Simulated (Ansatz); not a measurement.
`C=CI`, relaxed with RKS PBE0-D4/def2-TZVP in the Gaussian-basis code of Ansatz from a GFN2-xTB geometry. The force threshold is 0.005 eV/Å; the program also tests the step.

The species carries charge 0 and has multiplicity 1. I takes the def2 core potential.

Start:

```xyz
6

C     0.470   -0.543   -0.291
C    -0.127    0.507    0.228
I    -2.206    0.611    0.558
H    -0.063   -1.431   -0.586
H     1.538   -0.547   -0.439
H     0.388    1.403    0.530
```

```tsv
step	energy (eV)	largest force (eV/Å)	largest move (Å)
1	-10221.6761	0.413	0.000
2	-10221.6855	0.091	0.026
3	-10221.6863	0.029	0.006
4 (rejected)	-10221.6863	0.032	0.005
5	-10221.6864	0.011	0.002
6	-10221.6865	0.006	0.004
7	-10221.6865	0.000	0.002
```

End:

```xyz
6

C     0.465   -0.548   -0.292
C    -0.137    0.504    0.229
I    -2.186    0.615    0.557
H    -0.069   -1.442   -0.590
H     1.542   -0.533   -0.434
H     0.385    1.403    0.531
```

Hardware: 4 threads of an Arm Neoverse V1 on a shared host. Wall time 11 s, peak host memory 0.23 GiB.
